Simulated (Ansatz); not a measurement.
Ansatz (a first-principles code) input (B3LYP-D3(BJ)/def2-TZVP):

Ansatz 0.2 input:
```yaml
crystal:
  periodic: [false, false, false]
  atoms:
    - {symbol: La, position_ang: [-0.00000000, -0.00000000, -0.58607313]}
    - {symbol: Cl, position_ang: [0.00000000, 0.00000000, 1.96506871]}
basis:
  gaussian:
    orbitals: def2-TZVP
hamiltonian:
  xc: b3lyp
  dispersion: d3bj
phonons: {temperatures: {t_min: 298.15, t_max: 298.15, t_step: 100}}
```

Output:

```
Functional definition: B3LYP
integrals: 0.02 GiB planned
610 factors; their error is unknown
mean field: 0.19 GiB planned
mean field evaluation 1: about -13382.2839 eV, gradient 2.0e1 eV
mean field evaluation 2: about -13378.6626 eV, gradient 4.2e1 eV
mean field evaluation 4: about -13383.5498 eV, gradient 1.9e0 eV
mean field evaluation 8: about -13383.5977 eV, gradient 1.3e-2 eV
mean field evaluation 16: about -13383.5977 eV, gradient 5.5e-6 eV
mean field -13383.59773814 eV, -491.8381451482 hartree, gradient 5.5e-6 eV, S^2 0.000000; 0 other end points of the search recorded, 0 dependent functions left out
the calculation of the forces begins
reference -13383.59793040 eV, -491.8381522136 hartree; 14, 14 occupied and 63, 63 virtual orbitals, 610 factors
these checks for a lower state are left out or cut short: stability, starts, cluster_reference, orbital_swaps, neighbouring_geometries, increment
integrals: 0.02 GiB planned
610 factors; their error is unknown
mean field: 0.19 GiB planned
mean field -13383.59773814 eV, -491.8381451481 hartree, gradient 1.3e-6 eV, S^2 0.000000; 0 other end points of the search recorded, 0 dependent functions left out
the calculation of the forces begins
reference -13383.59793039 eV, -491.8381522135 hartree; 14, 14 occupied and 63, 63 virtual orbitals, 610 factors
these checks for a lower state are left out or cut short: stability, starts, cluster_reference, orbital_swaps, neighbouring_geometries, increment
integrals: 0.02 GiB planned
610 factors; their error is unknown
mean field: 0.19 GiB planned
mean field -13383.59773814 eV, -491.8381451481 hartree, gradient 1.3e-6 eV, S^2 0.000000; 0 other end points of the search recorded, 0 dependent functions left out
the calculation of the forces begins
reference -13383.59793039 eV, -491.8381522135 hartree; 14, 14 occupied and 63, 63 virtual orbitals, 610 factors
these checks for a lower state are left out or cut short: stability, starts, cluster_reference, orbital_swaps, neighbouring_geometries, increment
integrals: 0.02 GiB planned
610 factors; their error is unknown
mean field: 0.19 GiB planned
mean field evaluation 32: about -13383.5977 eV, gradient 4.3e-2 eV
mean field -13383.59773814 eV, -491.8381451481 hartree, gradient 1.3e-6 eV, S^2 0.000000; 0 other end points of the search recorded, 0 dependent functions left out
the calculation of the forces begins
reference -13383.59793039 eV, -491.8381522135 hartree; 14, 14 occupied and 63, 63 virtual orbitals, 610 factors
these checks for a lower state are left out or cut short: stability, starts, cluster_reference, orbital_swaps, neighbouring_geometries, increment
integrals: 0.02 GiB planned
610 factors; their error is unknown
mean field: 0.19 GiB planned
mean field -13383.59773814 eV, -491.8381451481 hartree, gradient 1.3e-6 eV, S^2 0.000000; 0 other end points of the search recorded, 0 dependent functions left out
the calculation of the forces begins
reference -13383.59793039 eV, -491.8381522135 hartree; 14, 14 occupied and 63, 63 virtual orbitals, 610 factors
these checks for a lower state are left out or cut short: stability, starts, cluster_reference, orbital_swaps, neighbouring_geometries, increment
integrals: 0.02 GiB planned
610 factors; their error is unknown
mean field: 0.19 GiB planned
mean field -13383.59770545 eV, -491.8381439468 hartree, gradient 1.9e-6 eV, S^2 0.000000; 0 other end points of the search recorded, 0 dependent functions left out
the calculation of the forces begins
reference -13383.59789763 eV, -491.8381510094 hartree; 14, 14 occupied and 63, 63 virtual orbitals, 610 factors
these checks for a lower state are left out or cut short: stability, starts, cluster_reference, orbital_swaps, neighbouring_geometries, increment
integrals: 0.02 GiB planned
610 factors; their error is unknown
mean field: 0.19 GiB planned
mean field -13383.59769778 eV, -491.8381436649 hartree, gradient 1.9e-6 eV, S^2 0.000000; 0 other end points of the search recorded, 0 dependent functions left out
the calculation of the forces begins
reference -13383.59789011 eV, -491.8381507331 hartree; 14, 14 occupied and 63, 63 virtual orbitals, 610 factors
these checks for a lower state are left out or cut short: stability, starts, cluster_reference, orbital_swaps, neighbouring_geometries, increment
integrals: 0.02 GiB planned
610 factors; their error is unknown
mean field: 0.19 GiB planned
mean field evaluation 64: about -13383.5977 eV, gradient 7.0e-5 eV
mean field -13383.59773814 eV, -491.8381451481 hartree, gradient 1.3e-6 eV, S^2 0.000000; 0 other end points of the search recorded, 0 dependent functions left out
the calculation of the forces begins
reference -13383.59793039 eV, -491.8381522135 hartree; 14, 14 occupied and 63, 63 virtual orbitals, 610 factors
these checks for a lower state are left out or cut short: stability, starts, cluster_reference, orbital_swaps, neighbouring_geometries, increment
integrals: 0.02 GiB planned
610 factors; their error is unknown
mean field: 0.19 GiB planned
mean field -13383.59773814 eV, -491.8381451481 hartree, gradient 1.3e-6 eV, S^2 0.000000; 0 other end points of the search recorded, 0 dependent functions left out
the calculation of the forces begins
reference -13383.59793039 eV, -491.8381522135 hartree; 14, 14 occupied and 63, 63 virtual orbitals, 610 factors
these checks for a lower state are left out or cut short: stability, starts, cluster_reference, orbital_swaps, neighbouring_geometries, increment
integrals: 0.02 GiB planned
610 factors; their error is unknown
mean field: 0.19 GiB planned
mean field -13383.59773814 eV, -491.8381451481 hartree, gradient 1.3e-6 eV, S^2 0.000000; 0 other end points of the search recorded, 0 dependent functions left out
the calculation of the forces begins
reference -13383.59793039 eV, -491.8381522135 hartree; 14, 14 occupied and 63, 63 virtual orbitals, 610 factors
these checks for a lower state are left out or cut short: stability, starts, cluster_reference, orbital_swaps, neighbouring_geometries, increment
integrals: 0.02 GiB planned
610 factors; their error is unknown
mean field: 0.19 GiB planned
mean field -13383.59773814 eV, -491.8381451481 hartree, gradient 1.3e-6 eV, S^2 0.000000; 0 other end points of the search recorded, 0 dependent functions left out
the calculation of the forces begins
reference -13383.59793039 eV, -491.8381522135 hartree; 14, 14 occupied and 63, 63 virtual orbitals, 610 factors
these checks for a lower state are left out or cut short: stability, starts, cluster_reference, orbital_swaps, neighbouring_geometries, increment
integrals: 0.02 GiB planned
610 factors; their error is unknown
mean field: 0.19 GiB planned
mean field evaluation 96: about -13383.5977 eV, gradient 1.9e-6 eV
mean field -13383.59769778 eV, -491.8381436649 hartree, gradient 1.9e-6 eV, S^2 0.000000; 0 other end points of the search recorded, 0 dependent functions left out
the calculation of the forces begins
reference -13383.59789011 eV, -491.8381507331 hartree; 14, 14 occupied and 63, 63 virtual orbitals, 610 factors
these checks for a lower state are left out or cut short: stability, starts, cluster_reference, orbital_swaps, neighbouring_geometries, increment
integrals: 0.02 GiB planned
610 factors; their error is unknown
mean field: 0.19 GiB planned
mean field -13383.59770545 eV, -491.8381439468 hartree, gradient 1.9e-6 eV, S^2 0.000000; 0 other end points of the search recorded, 0 dependent functions left out
the calculation of the forces begins
reference -13383.59789763 eV, -491.8381510094 hartree; 14, 14 occupied and 63, 63 virtual orbitals, 610 factors
Total energy: -13383.70899247 eV, -491.8422336695 hartree
Atom 0 at    -0.000000    -0.000000    -0.586073 Å, force    -0.000000     0.000000     0.003140 eV/Å
Atom 1 at     0.000000     0.000000     1.965069 Å, force     0.000000    -0.000000    -0.003140 eV/Å
Dipole moment:    -0.000000     0.000000    -0.701037 e Å
Vibrations: 335.63 cm⁻¹, zero-point energy 0.020807 eV
```
